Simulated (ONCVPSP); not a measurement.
Which change was made? (Cl, ONCV)

chlorine (Cl), optimised norm-conserving Vanderbilt (ONCV), made with ONCVPSP 4.0.1 (PBE, scalar-relativistic). Core [Ne], reference 3s2 3p5. Waves: 3s: rc 1.15 bohr, ncon 3, nbas 7, qcut 6.4 1/bohr, 2 projectors, debl 0.6 Ha; 3p: rc 1.55 bohr, ncon 4, nbas 7, qcut 5.1 1/bohr, 2 projectors, debl 3.4 Ha; d scattering state at 0.04 Ha: rc 1.20 bohr, ncon 4, nbas 7, qcut 8.9 1/bohr, 2 projectors, debl 1.3 Ha. Local part: polynomial inside 1.05 bohr (lpopt 5, dvloc0 6 Ha). Core correction: Teter function, fcfact 4.75, rcfact 1.7.

In the s channel the program set the typed energies aside and used -0.760, 0.250 Ha.

Cutoffs, loose and tight: the cutoffs (Ha) at which the residual kinetic energy of the hardest occupied pseudo-wave falls to 1 and 0.1 mHa per electron. They do not see the model core or the augmentation charge, which bear on the density cutoff. Test errors are all-electron minus pseudo excitation energies from the reference, over the configurations 3s2 3p4; 3s2 3p3; 3s2 3p2; 3s2 3p1; variants that change the core or the reference have their own tests.

The base gives: outcome: generated, projector energies reset by the program; cutoff, loose: 16 Ha; cutoff, tight: 28 Ha; bound ghosts: none; GHOST(+) flags above zero: none; largest test error (meV): -70.

(1) After one change the result is: outcome: generated, projector energies reset by the program; cutoff, loose: 16 Ha; cutoff, tight: 30 Ha; bound ghosts: s; GHOST(+) flags above zero: none; largest test error (meV): -78. Which change was it?
A. core correction Teter function, fcfact 1.4, rcfact 1.7
B. s: qcut 8.9
C. s: rc 0.94; local potential polynomial inside 0.94 bohr (lpopt 5, dvloc0 6 Ha)
D. functional BLYP

Answers

(1) B. The others give: functional BLYP → outcome: generated, projector energies reset by the program; cutoff, loose: 16 Ha; cutoff, tight: 28 Ha; bound ghosts: none; GHOST(+) flags above zero: none; largest test error (meV): -166 | s: rc 0.94; local potential polynomial inside 0.94 bohr (lpopt 5, dvloc0 6 Ha) → outcome: generated, projector energies reset by the program; cutoff, loose: 160 Ha; cutoff, tight: 194 Ha; bound ghosts: s; GHOST(+) flags above zero: s; largest test error (meV): -75 | core correction Teter function, fcfact 1.4, rcfact 1.7 → outcome: generated, projector energies reset by the program; cutoff, loose: 16 Ha; cutoff, tight: 28 Ha; bound ghosts: none; GHOST(+) flags above zero: none; largest test error (meV): +26.
